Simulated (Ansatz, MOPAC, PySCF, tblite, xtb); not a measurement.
Potential energy surface of H₃ (cation, charge +1), singlet: map of symmetric stretch and bend. Scanned: H-H bond length and H-H-H angle.

- GFN2-xTB, 300 K electronic temperature (tblite)
- RHF/def2-SVP (PySCF)
- FCI/aug-cc-pVTZ = full CI/aug-cc-pVTZ, frozen core (Ansatz, a first-principles code)
- RHF/aug-cc-pVTZ (Ansatz)
- MP2/aug-cc-pVTZ = MP2 on RHF/aug-cc-pVTZ, frozen core (Ansatz)
- CCSD/aug-cc-pVTZ = CCSD on RHF/aug-cc-pVTZ, frozen core run with Ansatz
- CCSD(T)/aug-cc-pVTZ = CCSD(T) on RHF/aug-cc-pVTZ, frozen core (Ansatz)
- RKS-BLYP/aug-cc-pVTZ = restricted BLYP/aug-cc-pVTZ in Ansatz
- RKS-PBE0/aug-cc-pVTZ = Ansatz with restricted PBE0/aug-cc-pVTZ
- RKS-PBE/aug-cc-pVTZ = restricted PBE/aug-cc-pVTZ (Ansatz)
- AM1, restricted, heats of formation (MOPAC)
- PM7, restricted, heats of formation (MOPAC)
- GFN1-xTB (xtb)
- RKS-B3LYP/6-31G* = restricted B3LYP/6-31G*, spherical d run with PySCF 2.14.0
- RKS-B3LYP/6-311+G** = restricted B3LYP/6-311+G**, spherical d (PySCF)
- RHF/3-21G = restricted Hartree-Fock/3-21G (PySCF)
- RMP2/3-21G = restricted MP2 (frozen core)/3-21G (PySCF)

Energies in eV at chosen points (x: H-H bond length (Å); y: H-H-H angle (°)), relative to x = 0.82, y = 70:

| method | (0.82, 139.74) | (0.77, 180) | (0.99, 121.33) | (1.13, 161.01) | (0.99, 90.10) | (1.08, 139.74) | (0.74, 70) |
|---|---|---|---|---|---|---|---|
| GFN2-xTB | -0.270 | 0.005 | -0.395 | -0.152 | -0.442 | -0.235 | 0.948 |
| RHF | 1.557 | 1.893 | 1.813 | 3.028 | 1.014 | 2.590 | 0.395 |
| FCI/aug-cc-pVTZ | 1.418 | 1.707 | 1.654 | 2.741 | 0.969 | 2.341 | 0.286 |
| RHF/aug-cc-pVTZ | 1.592 | 1.895 | 1.872 | 3.141 | 1.084 | 2.665 | 0.262 |
| MP2/aug-cc-pVTZ | 1.500 | 1.793 | 1.765 | 2.941 | 1.031 | 2.505 | 0.272 |
| CCSD/aug-cc-pVTZ | 1.418 | 1.707 | 1.654 | 2.741 | 0.969 | 2.341 | 0.286 |
| CCSD(T)/aug-cc-pVTZ | 1.418 | 1.707 | 1.654 | 2.741 | 0.969 | 2.341 | 0.286 |
| RKS-BLYP/aug-cc-pVTZ | 1.272 | 1.561 | 1.450 | 2.433 | 0.833 | 2.070 | 0.323 |
| RKS-PBE0/aug-cc-pVTZ | 1.414 | 1.716 | 1.616 | 2.715 | 0.919 | 2.306 | 0.312 |
| RKS-PBE/aug-cc-pVTZ | 1.313 | 1.616 | 1.474 | 2.476 | 0.830 | 2.104 | 0.337 |
| AM1 | 0.792 | 0.801 | 1.543 | 2.752 | 1.147 | 2.317 | 0.155 |
| PM7 | 1.311 | 1.586 | 2.023 | 3.671 | 1.329 | 3.073 | 0.767 |
| GFN1-xTB | 0.203 | 0.333 | 0.489 | 1.040 | 0.352 | 0.834 | 0.434 |
| RKS-B3LYP/6-31G* | 1.131 | 1.292 | 1.454 | 2.323 | 0.968 | 2.009 | 0.269 |
| RKS-B3LYP/6-311+G** | 1.351 | 1.636 | 1.571 | 2.620 | 0.904 | 2.237 | 0.317 |
| RHF/3-21G | 1.259 | 1.376 | 1.653 | 2.620 | 1.134 | 2.266 | 0.188 |
| RMP2/3-21G | 1.217 | 1.352 | 1.573 | 2.501 | 1.068 | 2.161 | 0.214 |
